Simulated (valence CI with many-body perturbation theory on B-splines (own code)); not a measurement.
## Energy levels of Pr⁹⁺

Calculated by valence CI with perturbative core correlation (CI+MBPT): four valence electrons over a frozen Dirac-Fock core [Kr] 4d10, a basis of 8 s, 8 p, 9 d, 9 f, 6 g, 3 h, 2 i functions for each j, with the one-electron correlation potential Σ1 (screened to all orders), the two-electron term Σ2, the three-electron term Σ3, Breit, model QED; selected single and double excitations, second order for the rest, scaled by the run's own slope (own B-spline code, finite nucleus).

No measured levels were compared; by estimate terms of the open shell hold to a few per cent of their energy, and close levels can change places; configurations with another count of f electrons can be misplaced by thousands of cm⁻¹. Core correlation moves these levels by up to 49000 cm⁻¹, and in measured spectra 5 to 20 % of such shifts remained as error; rates that hang on mixing are uncertain with them.

Levels 46 to 76 of 76, with energies above the lowest level, 5s²5p² ³P_0. "Leading %" is the weight of the configuration and term that name the level; weights of strongly mixed levels are sums over their largest components and can fall short. In the jj column 3d3/2^4 stands for four electrons in 3d with j = 3/2.

```csv
No.,Configuration,Term,J,E (cm⁻¹),Leading %,Second component,g,Leading jj
46,4f5s5p²,³G°,5,200110,41,40 % 4f5s5p² ⁵F°,1.273,4f7/2 5s 5p1/2 5p3/2 (46 %)
47,4f5s5p²,⁵D°,1,200330,56,23 % 4f5s5p² ⁵F°,1.027,4f5/2 5s 5p1/2 5p3/2 (68 %)
48,4f5s5p²,⁵G°,6,200360,80,17 % 4f5s5p² ³H°,1.302,4f7/2 5s 5p1/2 5p3/2 (72 %)
49,4f5s5p²,⁵F°,2,200670,39,26 % 4f5s5p² ⁵D°,1.135,4f5/2 5s 5p1/2 5p3/2 (70 %)
50,4f5s5p²,⁵F°,3,201610,49,20 % 4f5s5p² ³F°,1.201,4f5/2 5s 5p1/2 5p3/2 (65 %)
51,4f5s5p²,⁵F°,4,203930,40,23 % 4f5s5p² ³G°,1.209,4f7/2 5s 5p1/2 5p3/2 (47 %)
52,4f²5s5p,⁵I°,4,205160,61,14 % 4f²5s5p ⁵H°,0.732,4f5/2^2 5s 5p1/2 (75 %)
53,4f²5s5p,⁵I°,5,208190,50,34 % 4f²5s5p ⁵H°,1.004,4f5/2 4f7/2 5s 5p1/2 (71 %)
54,4f²5s5p,⁵H°,3,210000,32,20 % 4f5s5p² ³G°,0.792,4f5/2^2 5s 5p1/2 (33 %)
55,5s5p³,³D°,2,210360,33,10 % 5s5p³ ³P°,1.159,5s 5p1/2 5p3/2^2 (38 %)
56,4f5s5p²,³F°,4,210610,33,14 % 4f5s5p² ¹G°,1.114,4f7/2 5s 5p1/2 5p3/2 (40 %)
57,4f5s5p²,³G°,5,211040,44,9 % 4f5s5p² ¹H°,1.158,4f7/2 5s 5p1/2 5p3/2 (41 %)
58,4f²5s5p,⁵G°,2,211340,71,8 % 4f²5s5p ³F°,0.472,4f5/2^2 5s 5p1/2 (58 %)
59,4f²5s5p,⁵H°,6,211480,47,33 % 4f²5s5p ⁵I°,1.172,4f7/2^2 5s 5p1/2 (49 %)
60,4f²5s5p,⁵G°,3,213770,48,18 % 4f²5s5p ⁵F°,0.991,4f5/2 4f7/2 5s 5p1/2 (80 %)
61,4f²5s5p,⁵H°,4,213930,39,15 % 4f²5s5p ⁵G°,0.975,4f5/2 4f7/2 5s 5p1/2 (49 %)
62,4f5s5p²,³D°,1,214080,51,12 % 5s5p³ ³P°,0.679,4f7/2 5s 5p1/2 5p3/2 (38 %)
63,4f5s5p²,³F°,3,214230,26,25 % 4f²5s5p ⁵H°,0.877,4f7/2 5s 5p1/2 5p3/2 (36 %)
64,4f5s5p²,³F°,2,215300,66,5 % 4f²5s5p ⁵F°,0.766,4f7/2 5s 5p1/2 5p3/2 (63 %)
65,4f²5s5p,⁵G°,4,215790,34,23 % 4f²5s5p ⁵F°,1.221,4f5/2 4f7/2 5s 5p1/2 (70 %)
66,4f²5s5p,⁵G°,5,216130,22,14 % 4f²5s5p ⁵H°,1.122,4f5/2 4f7/2 5s 5p1/2 (33 %)
67,5s5p³,³D°,3,216710,45,12 % 4f5s5p² ³F°,1.240,5s 5p1/2 5p3/2^2 (45 %)
68,4f²5s5p,⁵H°,7,217640,54,32 % 4f²5s5p ⁵I°,1.231,4f7/2^2 5s 5p1/2 (63 %)
69,4f²5s5p,⁵G°,6,217740,38,34 % 4f²5s5p ³H°,1.203,4f5/2 4f7/2 5s 5p1/2 (49 %)
70,4f²5s5p,⁵F°,2,219870,23,15 % 4f²5s5p ⁵D°,1.065,4f5/2^2 5s 5p1/2 (34 %)
71,4f²5s5p,⁵F°,1,220140,50,29 % 4f²5s5p ³D°,0.357,4f5/2^2 5s 5p1/2 (47 %)
72,4f²5s5p,⁵D°,4,220190,23,21 % 4f5s5p² ¹G°,1.170,4f7/2 5s 5p1/2 5p3/2 (25 %)
73,4f5s5p²,³G°,3,220460,20,16 % 4f5s5p² ¹F°,1.009,4f5/2 5s 5p1/2 5p3/2 (38 %)
74,4f²5s5p,⁵G°,5,220750,32,20 % 4f²5s5p ³G°,1.209,4f5/2 4f7/2 5s 5p1/2 (46 %)
75,4f²5s5p,³H°,4,221400,22,14 % 4f²5s5p ³G°,1.020,4f7/2^2 5s 5p1/2 (37 %)
76,4f²5s5p,⁵D°,3,221470,22,18 % 4f5s5p² ¹F°,1.179,4f5/2 4f7/2 5s 5p1/2 (37 %)
```

Names give the largest LS component (configuration and term), which can be under half, so a name can repeat, a term be missing and a line seem to break the LS rules; names also repeat where a configuration has a term twice.

Where two levels of one J and parity lie close, their mixing, g and order are uncertain.
